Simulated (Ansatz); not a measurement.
One change: `CN[SiH3]` becomes `C=NCN[SiH3]`.

Ansatz, PBE0-D4/def2-TZVP geometries, multiplicity 1. Each molecule was computed in one conformer, which needn't be the lowest.

```json
{"property": "LUMO energy (ωB97M-V/def2-TZVPP) / eV", "`CN[SiH3]`": "2.02"}
{"property": "HOMO–LUMO gap (ωB97M-V/def2-TZVPP) / eV", "`CN[SiH3]`": "11.15"}
{"property": "HOMO energy (PBE0/def2-TZVPP) / eV", "`CN[SiH3]`": "-6.79"}
{"property": "HOMO–LUMO gap (B3LYP/def2-TZVPP) / eV", "`CN[SiH3]`": "6.79"}
{"property": "HOMO energy (B3LYP/def2-TZVPP) / eV", "`CN[SiH3]`": "-6.58"}
{"property": "LUMO energy (PBE/def2-TZVPP) / eV", "`CN[SiH3]`": "-0.36"}
```

Task: Give the same properties after the change, and the shifts. (Estimate.)

Result: Computed: 
| property | `C=NCN[SiH3]` | shift |
| --- | --- | --- |
| LUMO energy (ωB97M-V/def2-TZVPP) / eV | 1.67 | -0.35 |
| HOMO–LUMO gap (ωB97M-V/def2-TZVPP) / eV | 11.12 | -0.03 |
| HOMO energy (PBE0/def2-TZVPP) / eV | -7.13 | -0.34 |
| HOMO–LUMO gap (B3LYP/def2-TZVPP) / eV | 6.14 | -0.65 |
| HOMO energy (B3LYP/def2-TZVPP) / eV | -6.91 | -0.33 |
| LUMO energy (PBE/def2-TZVPP) / eV | -1.64 | -1.28 |

With PBE0 the HOMO falls by 0.34 eV and the LUMO falls by 0.97 eV, so the gap narrows by about 0.63 eV. PBE moves the HOMO by -0.36 eV and ωB97M-V by -0.32 eV.

B3LYP here is the variant with VWN-RPA as its local correlation; programs differ in this.
